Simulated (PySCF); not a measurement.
AlBGeH₅N, AlGeH₄NO, AlGe₂H₈N (calculated)

Computed with PySCF 2.14.0. Calculation on a computer-drawn molecule: optimised geometry and harmonic frequencies of an isolated molecule of the commonest isotopes, restricted reference for singlets and unrestricted otherwise, frozen core in MP2; on germanium a core potential holds 10 electrons, which the energies leave out, and 3d is frozen in MP2 and coupled-cluster steps.

Common to all runs: charge 0; multiplicity 1; method HF; basis cc-pV(D+d)Z; basis and core potential on germanium cc-pVDZ-PP ECP10MDF.

(1) AlBGeH₅N

Start structure:
```xyz
9
AlBGeH5N
N      1.2514    -1.7923    -1.3883
Al     1.3266    -0.2169    -0.5926
B      0.4367     0.0809     1.3417
Ge     2.1723     0.0176     1.8046
H      1.2592    -2.7539    -1.0214
H      1.1705    -1.8963    -2.4082
H      1.6424     0.9588    -1.5903
H     -0.6274     0.6440     1.5199
H      2.6540    -1.4748     1.7126
```

```
rotational constants                          : 10.49, 1.042, 0.9924 GHz
total energy                                  : -617.3129 hartree
convergence status largest gradient component : 2.793e-05 hartree/bohr
```

Drawn bonds:
```tsv
atom	other atom	order
1	2	1
2	3	1
3	4	1
1	5	1
1	6	1
2	7	1
3	8	1
4	9	1
```

Optimised structure:
```xyz
9
AlBGeH5N
N      1.1994    -1.7860    -1.6749
Al     1.0956    -0.1590    -0.9904
B      0.9073     0.1250     1.1352
Ge     2.4527     0.1050     2.4963
H      1.1726    -2.6458    -1.1592
H      1.2703    -1.9895    -2.6550
H      1.1725     1.0514    -2.0118
H     -0.1986     0.3264     1.5805
H      2.2139    -1.4604     2.6573
```

Modes:
```tsv
frequency (cm⁻¹)	reduced mass (dalton)
41.95	3.748
93.54	3.637
161.3	2.055
297.1	1.24
328.6	1.325
387	1.601
453.4	1.937
472.1	1.245
536.2	1.075
580.9	1.06
632.9	1.945
745.3	1.719
772.1	1.463
784.2	1.451
849.2	4.941
1677	1.11
1963	1.042
1965	1.021
2642	1.089
3773	1.052
3855	1.093
```

(2) AlGeH₄NO

Start structure:
```xyz
8
AlGeH4NO
N      2.2331    -0.8873    -1.6271
Al     2.0457    -2.2196    -0.5279
O      1.0241    -2.1834     0.8024
Ge    -0.0466    -2.1159     2.1469
H      1.7323     0.0919    -1.5924
H      2.8729    -0.8254    -2.3795
H      2.7466    -3.5876    -0.7444
H     -1.5304    -2.2548     1.3393
```

```
rotational constants                          : 18.09, 1.174, 1.115 GHz
total energy                                  : -667.0396 hartree
convergence status largest gradient component : 3.483e-05 hartree/bohr
```

Drawn bonds:
```tsv
atom	other atom	order
1	2	1
2	3	1
3	4	1
1	5	1
1	6	1
2	7	1
4	8	1
```

Optimised structure:
```xyz
8
AlGeH4NO
N      2.2617    -0.8536    -1.6113
Al     1.9962    -2.2270    -0.5419
O      0.9651    -2.0752     0.7806
Ge    -0.1324    -1.9774     2.1629
H      1.8410     0.0522    -1.5248
H      2.8649    -0.8701    -2.4123
H      2.7384    -3.5837    -0.8270
H     -1.4573    -2.4474     1.3911
```

Modes:
```tsv
frequency (cm⁻¹)	reduced mass (dalton)
61.64	3.94
63.18	5.064
87.35	1.162
242.5	4.226
381.1	1.126
424	6.899
430.3	1.304
557.3	1.216
638.5	1.207
784.2	1.351
846.7	1.111
858.8	4.706
1049	12.08
1672	1.112
1915	1.023
2016	1.043
3780	1.052
3863	1.094
```

(3) AlGe₂H₈N

Start structure:
```xyz
12
AlGe2H8N
N     -0.3218     0.5291     0.4085
Al     0.2873    -1.2173     0.5753
Ge    -1.1394    -2.9248    -0.3435
Ge     2.4341    -1.4500     1.7191
H     -1.1686     0.7745    -0.0332
H      0.1109     1.2826     0.7410
H     -2.5012    -3.0676     0.3533
H     -1.5208    -2.8021    -1.7233
H     -0.7665    -4.3235    -0.3230
H      3.0487    -2.8327     1.9765
H      3.6160    -0.7326     0.9773
H      2.4972    -0.7527     3.0819
```

```
rotational constants                          : 3.089, 0.6493, 0.5436 GHz
total energy                                  : -887.8234 hartree
convergence status largest gradient component : 4.307e-06 hartree/bohr
```

Drawn bonds:
```tsv
atom	other atom	order
1	2	1
2	3	1
2	4	1
1	5	1
1	6	1
3	7	1
3	8	1
3	9	1
4	10	1
4	11	1
4	12	1
```

Optimised structure:
```xyz
12
AlGe2H8N
N     -0.3567     0.5495     0.4215
Al     0.2493    -1.1003     0.5824
Ge    -1.0892    -2.9508    -0.4513
Ge     2.3953    -1.4483     1.8306
H     -1.2003     0.8142    -0.0535
H      0.0885     1.3699     0.7904
H     -1.5425    -3.9845     0.5946
H     -2.3595    -2.4369    -1.1517
H     -0.2792    -3.7250    -1.5059
H      2.2072    -2.3675     3.0503
H      3.4709    -2.1082     0.9500
H      2.9921    -0.1293     2.3526
```

Modes:
```tsv
frequency (cm⁻¹)	reduced mass (dalton)
27.45	1.011
40.52	1.06
68.23	7.441
137.3	3.318
147.9	4.037
230.9	9.762
370.3	1.023
371.6	2.456
448.5	1.537
463.2	1.034
468.1	1.252
476.5	1.143
501.5	1.212
714.6	1.335
842.9	4.991
871.1	1.05
905.9	1.095
964.8	1.018
969.1	1.019
969.2	1.018
971.9	1.022
1678	1.11
2175	1.023
2176	1.023
2178	1.023
2179	1.023
2188	1.012
2196	1.013
3769	1.052
3852	1.094
```
